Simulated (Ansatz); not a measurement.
Input file for Ansatz (a program for electronic structure): R-wB97X-V/def2-TZVPP on CH5BFN (SMILES CB(N)F), a point of a torsion scan.

Ansatz 0.2 input:
```yaml
crystal:
  periodic: [false, false, false]
  atoms:
    - {symbol: C, position_ang: [-1.16725671, -0.04690744, -0.23427558]}
    - {symbol: B, position_ang: [0.22429777, -0.03945839, 0.52125701]}
    - {symbol: N, position_ang: [1.45249974, 0.12613620, -0.10129912]}
    - {symbol: F, position_ang: [0.25152507, -0.20246296, 1.85391441]}
    - {symbol: H, position_ang: [-1.68081926, -0.99351957, -0.08107928]}
    - {symbol: H, position_ang: [-1.06759525, 0.11093929, -1.30382200]}
    - {symbol: H, position_ang: [-1.82233978, 0.72649965, 0.16053023]}
    - {symbol: H, position_ang: [2.31756096, 0.12496483, 0.41189585]}
    - {symbol: H, position_ang: [1.57143264, 0.25688161, -1.08892734]}
basis:
  gaussian:
    orbitals: def2-TZVPP
hamiltonian:
  xc: {name: wB97X-V}
scf: {lower_state_search: off}
```

Program output:

```
WARN ansatz: RAYON_NUM_THREADS=1 ignored (pool sized by the plan → 1); use --threads N
Functional definition: wB97X-V
these checks for a lower state are left out or cut short: stability, starts, cluster_reference, orbital_swaps, neighbouring_geometries, increment
integrals: 0.11 GiB planned
955 factors; their error is unknown
integrals: 0.14 GiB planned
247 factors; integrals over basis functions are off by at most 1.2e-5 eV
mean field: 1.02 GiB planned
mean field evaluation 1: about -5999.8805 eV, gradient 5.7e1 eV
mean field evaluation 2: about -6002.1302 eV, gradient 4.6e1 eV
mean field evaluation 4: about -6005.7284 eV, gradient 1.7e0 eV
mean field evaluation 8: about -6005.7392 eV, gradient 1.8e-1 eV
mean field evaluation 16: about -6005.7412 eV, gradient 1.1e-4 eV
mean field -6005.74120317 eV, -220.7069183789 hartree, gradient 7.7e-6 eV, S^2 0.000000; 0 other end points of the search recorded, 0 dependent functions left out
reference -6005.74120130 eV, -220.7069183102 hartree; 16, 16 occupied and 178, 178 virtual orbitals, 955 factors
Total energy: -6005.74120130 eV, -220.7069183102 hartree
Checks for a lower state left out: stability, starts, cluster_reference, orbital_swaps, neighbouring_geometries, increment
```

The run converged.

Cost: around 5 core-seconds (rough).
